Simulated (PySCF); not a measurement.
C₂H₇S, charge +1, singlet, at a GFN2-xTB geometry. Base run: HF/6-31+G* (PySCF).

The PySCF input:
```python
from pyscf import gto, scf, solvent

mol = gto.Mole()
mol.atom = '''
    C    -0.111108    1.397305   -0.531381
    S     0.196914    0.005355    0.591444
    C    -0.097791   -1.406082   -0.510433
    H    -0.148369    2.308880    0.059884
    H     0.726142    1.460994   -1.222298
    H    -1.040149    1.263287   -1.076688
    H    -0.126433   -2.309032    0.094392
    H    -1.028025   -1.289060   -1.057615
    H     0.740075   -1.472133   -1.200380
    H    -1.020473    0.004049    1.190494
'''
mol.basis = '6-31+g*'
mol.charge = 1
mol.spin = 0
mol.verbose = 4
mol.build()

mf = scf.RHF(mol)
mf.kernel()
mf.analyze()
```

Variants of this job, named by their change:

| change | ΔE vs base (kJ/mol) | HOMO-LUMO gap (eV) |
|---|---|---|
| base | 0.00 | 15.82 |
| model = IEF-PCM; solvent = methanol | -259.4 | 15.39 |
| model = IEF-PCM; solvent = tetrahydrofuran | -230.8 | 15.47 |
| model = IEF-PCM; solvent = dimethylsulfoxide; r_probe = 0.5 | -210.6 | 15.76 |
| model = IEF-PCM; solvent = dimethylsulfoxide; lebedev_order = 11 | -260.6 | 15.37 |
| model = ddCOSMO; solvent = dimethylsulfoxide | -244.3 | 15.36 |
| model = COSMO; solvent = dimethylsulfoxide | -259.4 | 15.39 |
| model = IEF-PCM; solvent = dimethylsulfoxide; vdw_scale = 1.4 | -228.3 | 15.67 |
| model = IEF-PCM; solvent = dimethylsulfoxide; lebedev_order = 41 | -262.3 | 15.38 |
| model = SS(V)PE; solvent = dimethylsulfoxide | -245.5 | 15.43 |
| model = IEF-PCM; solvent = dimethylsulfoxide; vdw_scale = 1.0 | -319.0 | 14.90 |
| model = IEF-PCM; solvent = water | -264.4 | 15.37 |

The base is the gas phase, so ΔE is the electrostatic part of solvation at a fixed geometry, without cavity and dispersion terms.
